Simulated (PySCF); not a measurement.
# What a mistake does to a calculation on BCH7NSi

These are calculations, not measurements. They come from PySCF 2.14.0, an open-source quantum chemistry program, on an isolated molecule that a program drew, which may never have been made. The molecule is BCH7NSi (charge 0, doublet), drawn as the SMILES string `B[SiH2]N[CH2]`.

Each row is a Hartree-Fock (HF) and frozen-core CCSD(T) single point in the cc-pV(D+d)Z basis, meant for a local HF minimum. Run 1 is clean. Each other run has one planted mistake out of seven kinds, and not every kind appears here: one electron removed, one electron added, multiplicity raised by two, geometry at a saddle point, minimal basis STO-3G, one bond length entered in bohr, all coordinates scaled. The reference is restricted for singlets and unrestricted otherwise, and also for a bond in bohr. Adding or removing an electron swaps singlet and doublet. Electrons count all cores. HOMO and LUMO are orbital energies over both spins, the gradient is its largest component, and the lowest frequency (negative if imaginary) is given only where the gradient is small. Bond lengths are over the 10 bonds as drawn. T1 is the CCSD diagnostic: over 0.02 (restricted) or 0.045 (unrestricted) a single reference is doubtful.

Geometry of the clean run:
```xyz
11
BCH7NSi, angstrom
B    -2.4099    0.2819    0.3558
Si   -1.5535   -0.1633   -1.3100
N     0.2184   -1.1515   -1.0277
C     1.3773   -0.7581   -1.3122
H    -3.2407   -0.4636    0.8131
H    -2.0912    1.2860    0.9446
H    -0.8689    0.8465   -2.1641
H    -2.0907   -1.2190   -2.2067
H     0.1748   -1.9917   -0.4701
H     2.2660   -1.2952   -0.9946
H     1.5009    0.1515   -1.8897
```

```
run,electrons,basis functions,<S^2>,HOMO (eV),LUMO (eV),gradient (hartree/bohr),lowest frequency (cm^-1),mean bond (Å),longest bond (Å),T1,HF (hartree),CCSD(T) (hartree),mistake
1,39,100,0.762,-5.97,2.04,2.0e-05,80,1.3798,2.048,0.0162,-409.93056,-410.49647,no fault
2,40,100,0.000,1.00,6.84,3.7e-02,-,1.3798,2.048,0.0518,-409.85918,-410.48334,one electron added
3,38,100,0.000,-16.85,-4.18,6.4e-02,-,1.3798,2.048,0.0142,-409.74594,-410.28579,one electron removed
4,39,31,0.934,-2.70,5.41,7.4e-02,-,1.3798,2.048,0.0400,-405.03926,-405.29794,minimal basis STO-3G
5,39,100,0.769,-6.30,2.20,2.7e-02,-,1.5511,3.638,0.0184,-409.84077,-410.39322,?
6,39,100,0.814,-5.97,1.91,3.7e-02,-,1.4226,2.112,0.0240,-409.92171,-410.49502,?
```

**Which mistake was planted in run 5, and what did it cost?**

The mean bond changes by a factor of 1.124 and the longest by 1.776, so the molecule wasn't scaled as a whole. A length L in bohr read as angstrom grows by (1/0.5292 - 1) L = 0.890 L. The 10 bonds together grew by 10 x 0.1713 = 1.713 Å, which gives L = 1.925 Å. That is bond B1-Si2, 1.925 Å in the clean geometry. So the mistake is: one bond length entered in bohr. Subtracting run 1 and multiplying by 627.51 kcal/mol a hartree, the energy moved by 56.3 kcal/mol in HF and 64.8 kcal/mol in CCSD(T).

**Which mistake was planted in run 6, and what did it cost?**

The mean and the longest bond both change by the same factor, 1.031, and the gradient is no longer small. So the mistake is: all coordinates scaled. Subtracting run 1 and multiplying by 627.51 kcal/mol a hartree, the energy moved by 5.6 kcal/mol in HF and 0.9 kcal/mol in CCSD(T).

Cautions from the logs. Run 2: T1 is over the limit, so its CCSD(T) energy is less reliable and the HOMO is above zero, so the electron isn't bound and the energy depends on the basis.
